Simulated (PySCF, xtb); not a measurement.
C3HBrClF, SMILES FC=C=C(Cl)Br.

GFN2-xTB in xtb at its own geometry gives an orbital gap of 4.01 eV and a dipole moment of 2.70 D.

The structure is a stationary point at B3LYP-D3(BJ)/def2-SVP. This is a generated structure with no PubChem entry under its InChIKey; it may be hypothetical.

### Question
What does r2SCAN/def2-TZVP (PySCF) give? (Estimate from the structure and the level; the computed values follow.)

### Answer
gap 4.67 eV (levels -6.90 and -2.23 eV), dipole 1.27 D.
